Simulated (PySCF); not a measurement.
Compound: C3H7ClOSi.
SMILES with atom numbers: `[CH3:1][O:2]/[CH:3]=[CH:4]\[SiH2:5][Cl:6]` (hydrogens: H7, H8, H9 on C1; H10 on C3; H11 on C4; H12, H13 on Si5)

Method used: PBE0-D3(BJ)/def2-SVP geometry optimisation, gas phase in PySCF 2.14.0.

Task: What internal coordinates does the optimisation give?

Result: 
| bond | length (pm) |
| --- | --- |
| C1–O2 | 140.5 |
| O2–C3 | 134.4 |
| C3=C4 | 134.0 |
| C4–Si5 | 185.4 |
| Si5–Cl6 | 207.9 |
| C1–H7, C1–H8, C1–H9 | 110.1 |
| C3–H10 | 110.0 |
| C4–H11 | 109.3 |
| Si5–H12, Si5–H13 | 149.1 |

Bonds in one row agree within 1 pm and their mean is given. A selection of angles:
| angle | degrees |
| --- | --- |
| O2–C1–H7 | 107.1 |
| O2–C1–H8 | 111.5 |
| H7–C1–H8 | 108.8 |
| C1–O2–C3 | 117.4 |
| O2–C3–C4 | 121.1 |
| O2–C3–H10 | 115.6 |
| C4–C3–H10 | 123.3 |
| C3–C4–Si5 | 120.9 |
| C3–C4–H11 | 117.9 |
| Si5–C4–H11 | 121.2 |
| C4–Si5–Cl6 | 107.8 |
| C4–Si5–H12 | 112.4 |
| C4–Si5–H13 | 112.7 |
| Cl6–Si5–H12 | 107.4 |
| H12–Si5–H13 | 108.9 |

Dihedral angles: C1–O2–C3–C4 -176° (antiperiplanar); O2–C3–C4–Si5 1° (synperiplanar); C3–C4–Si5–Cl6 -178° (antiperiplanar). The mirror-image conformer, all signs reversed, is as good.

Si5 (chlorine-bound silicon) is tetrahedral (angles from 107.3° to 112.7°). The C–O distances run from 1.344 Å (O2–C3, drawn single) to 1.405 Å (C1–O2, drawn single), a spread of 0.061 Å. Of the pairs four or more bonds apart, H8···H10 is among the closest relative to their van der Waals radii: 2.47 Å, 103 % of the sum of Bondi's values.

Point group: near Cs, missed by 0.24 Å at most; the miss may be what the optimiser left on a soft mode. Whether it is a minimum is left open (no frequencies). The numbers are those of one conformer.
